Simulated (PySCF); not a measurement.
Computed IR spectrum (relative IR intensity) of a molecule C2H9N3Si. Geometry: PBE-D3(BJ)/def2-SVP. Other conformers were not sampled. These are PBE-D3(BJ)/def2-SVP (PySCF) values and carry that method's errors. Frequencies are harmonic and unscaled.

Lines under 2 % of the strongest are left out, and lines within 2 cm⁻¹ are merged.

ν (cm⁻¹): 237 (vw), 294 (m), 328 (w), 349 (m), 390 (m), 401 (m), 436 (m), 691 (m), 719 (w), 772 (w), 795 (w), 812 (w), 863 (m), 866 (s), 930 (s), 948 (m), 1094 (w), 1308 (w), 1349 (vw), 1383 (w), 1396 (vw), 1477 (m), 1482 (w), 1714 (vs), 2078 (s), 2812 (m), 2958 (vw), 3033 (vw), 3093 (vw), 3486 (w), 3502 (w), 3589 (w), 3604 (w) (against the strongest line: vs over 80 %, s over 45 %, m over 15 %, w over 4 %, vw less)

**Question.** Which structure fits?
A. C/N=C/[SiH](N)N
B. NC/C=N/[SiH2]N
C. C=C[Si](N)(N)N
D. C/C=N/[SiH](N)N

**Answer.** D, C/C=N/[SiH](N)N
